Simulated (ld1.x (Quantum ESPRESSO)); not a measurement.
# Scattering properties, PAW potential for Gd

gadolinium, PAW, made with ld1.x (Quantum ESPRESSO) 7.5 (LDA (PZ), fully relativistic). Core [Kr], reference 4d10 4f6.5 5s2 5p6 5d1.5 6s2 6p0. Waves: 5s (bound): rcut 1.85, rcutus 2.45 bohr; 6s (bound): rcut 1.85, rcutus 2.45 bohr; 5p (bound): rcut 2.75, rcutus 3.00 bohr; 6p (bound, empty): rcut 2.75, rcutus 3.00 bohr; 4d (bound): rcut 0.85, rcutus 0.95 bohr; 5d (bound): rcut 0.85, rcutus 0.95 bohr; 4f (bound): rcut 0.60, rcutus 0.80 bohr; 4f channel at 1.7 Ry: rcut 0.60, rcutus 0.80 bohr. Local part: all-electron potential smoothed inside 2.40 bohr (lloc = -2). Core correction: Bessel-smoothed model core inside 0.70 bohr. Augmentation charge: PSQ, inside the norm-conserving radii.

Open shells are filled in proportion to 2j + 1 (rel_dist='average').

The phase is arctan(r·u′/u) with u = r·R(r), unwrapped; energies in Ry, scanned from -13 to 5 Ry. A pole is an energy at which the radial function vanishes at the test radius. The pseudo phase is shifted by a multiple of π to meet the all-electron one at the reference energy, and phase errors are pseudo minus all-electron; the curves can meet again beyond the range given. Levels narrower than the energy grid can be missing from the lists of poles.

**Question.** For each channel, where are the poles, and over which energies does the pseudopotential scatter like the atom?

**Answer.**

| channel | radius (bohr) | reference energy (Ry) | poles, all-electron | poles, pseudo | unbroken range about the reference energy with phases within 0.05 rad | phase error 1 Ry above the reference energy (rad) |
| --- | --- | --- | --- | --- | --- | --- |
| s | 3.27 | -0.33 | -3.76, 1.37 | -3.76, 1.37 | below 3.7 | -0.000 |
| p1/2 | 3.27 | -0.12 | -2.31, 2.24 | -2.31, 2.08 | below 3.0 | -0.012 |
| p3/2 | 3.27 | -0.10 | -1.95, 2.54 | -1.95, 2.29 | below 2.9 | -0.021 |
| d3/2 | 3.27 | -0.25 | 0.17, 4.35 | 0.17, 4.62 | below 1.6 | +0.004 |
| d5/2 | 3.27 | -0.23 | 0.22, 4.43 | 0.22, 4.69 | below 1.6 | +0.004 |
| f5/2 | 3.27 | -0.92 | -0.90, 2.58 | -0.90, 2.59 | below 4.2 | +0.000 |
| f7/2 | 3.27 | -0.86 | -0.86, 2.60 | -0.86, 2.60 | below 4.2 | +0.000 |

The ghost test of this file was not conclusive.

Phases in the f7/2 channel:

```json
{"E (Ry)": "-13.00", "all-electron": "1.488", "pseudo": "1.488"}
{"E (Ry)": "-12.04", "all-electron": "1.484", "pseudo": "1.484"}
{"E (Ry)": "-11.08", "all-electron": "1.481", "pseudo": "1.481"}
{"E (Ry)": "-10.12", "all-electron": "1.477", "pseudo": "1.477"}
{"E (Ry)": "-9.16", "all-electron": "1.472", "pseudo": "1.472"}
{"E (Ry)": "-8.20", "all-electron": "1.467", "pseudo": "1.467"}
{"E (Ry)": "-7.24", "all-electron": "1.461", "pseudo": "1.461"}
{"E (Ry)": "-6.28", "all-electron": "1.453", "pseudo": "1.453"}
{"E (Ry)": "-5.32", "all-electron": "1.444", "pseudo": "1.444"}
{"E (Ry)": "-4.36", "all-electron": "1.432", "pseudo": "1.432"}
{"E (Ry)": "-3.40", "all-electron": "1.416", "pseudo": "1.416"}
{"E (Ry)": "-2.44", "all-electron": "1.393", "pseudo": "1.393"}
{"E (Ry)": "-1.48", "all-electron": "1.353", "pseudo": "1.353"}
{"E (Ry)": "-0.52", "all-electron": "-1.843", "pseudo": "-1.843"}
{"E (Ry)": "0.44", "all-electron": "-2.083", "pseudo": "-2.083"}
{"E (Ry)": "1.40", "all-electron": "-4.046", "pseudo": "-4.046"}
{"E (Ry)": "2.36", "all-electron": "-4.664", "pseudo": "-4.663"}
{"E (Ry)": "3.32", "all-electron": "-4.837", "pseudo": "-4.834"}
{"E (Ry)": "4.28", "all-electron": "-5.284", "pseudo": "-5.229"}
```
